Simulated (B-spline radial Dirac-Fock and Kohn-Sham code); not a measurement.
## How the levels of iodine move as electrons are removed

Method: ΔSCF Dirac-Fock with Breit, self-energy and vacuum polarisation, finite nucleus, configuration average. Computed with an atomic code on a B-spline grid. Each ion is free and in its tabulated ground configuration. No correlation.

Reference: I⁻, [Kr] 4d10 5s2 5p6, with 2p3/2 4557.5 eV, 3s 1075.1 eV, 3d3/2 630.6 eV, 4p1/2 144.5 eV, 5s 15.17 eV, Kα1 (K-L3) 28609.9 eV, Kβ1 (K-M3) 32290.3 eV, Lα1 (L3-M5) 3938.4 eV. Shifts from it, in eV (a dash: the subshell is empty, belongs to an open shell averaged over j, or its hole state is left out as unreliable):

```
ion      configuration  2p3/2     3s  3d3/2  4p1/2     5s    Kα1    Kβ1    Lα1
  I  [Kr] 4d10 5s2 5p5   +9.1   +9.1   +9.1   +9.0   +7.7  +0.05  +0.08  +0.03
 I⁺  [Kr] 4d10 5s2 5p4  +19.7  +19.6  +19.6  +19.4  +16.3  +0.15  +0.27  +0.08
I²⁺  [Kr] 4d10 5s2 5p3  +31.4  +31.2  +31.2      –  +25.6  +0.28  +0.51  +0.16
I³⁺  [Kr] 4d10 5s2 5p2  +44.1  +43.8  +43.9  +43.0  +35.6  +0.45  +0.83  +0.28
I⁴⁺  [Kr] 4d10 5s2 5p1  +57.9  +57.4  +57.4  +56.2  +46.1  +0.67  +1.25  +0.43
I⁵⁺      [Kr] 4d10 5s2      ?      ?      ?      ?      ?      ?      ?      ?
I⁶⁺      [Kr] 4d10 5s1  +89.1  +87.9  +88.3  +85.9  +70.7  +1.12  +2.19  +0.81
```

Problem. Give the missing shifts for I⁵⁺.

Solution. 2p3/2 +72.5, 3s +71.8, 3d3/2 +71.9, 4p1/2 +70.1, 5s +57.1, Kα1 +0.93, Kβ1 +1.76, Lα1 +0.62 (eV).

Over this range L3 (2p3/2) moves by +89.1 eV and Kα1 by +1.1 eV: a line is a difference of two levels that shift in the same direction.
